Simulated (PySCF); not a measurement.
Vertical excitations of a molecule H₄OSeSi from TDDFT-B3LYP/def2-SVPD (PySCF), as energy in eV (oscillator strength): 3.53 (0.001), 4.65 (0.001), 5.26 (0.021), 5.84 (0.009), 6.54 (0.029), 6.69 (0.040), 6.74 (0.003), 6.80 (0.002), 6.93 (0.032), 6.97 (0.023). Lowest triplet (TDA): 2.84 eV. The structure is a stationary point at r2SCAN-D4/def2-SVP. One conformer was computed; it need not be the lowest.

Problem. Which molecule gave these data?
A. [SiH3]O[SeH]
B. O[SiH2][SeH]
C. O[Se][SiH3]

Solution. C, O[Se][SiH3]
